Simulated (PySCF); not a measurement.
Cartesian coordinates (Å):
SMILES: [SiH2](CC#N)O
```xyz
10

N      2.2144     1.3050    -0.4951
C      1.6005     0.4417    -0.0434
C      0.7364    -0.5877     0.4810
Si    -1.0084    -0.3250    -0.2255
O     -1.4906     1.2196     0.0265
H      0.7074    -0.5261     1.5722
H      1.1118    -1.5768     0.2027
H     -0.9542    -0.6781    -1.6669
H     -1.9564    -1.1953     0.5046
H     -0.9608     1.9227    -0.3561
```
Charge 0, multiplicity 1.

Question: Predict the total energy, S1 oscillator strength and HOMO–LUMO gap from PySCF 2.14.0 with PBE0-D4/def2-TZVP.

Answer: 
```json
{
  "total_energy": "-13563.78 eV",
  "S1 oscillator strength": "0.007",
  "HOMO–LUMO gap": "8.76 eV"
}
```
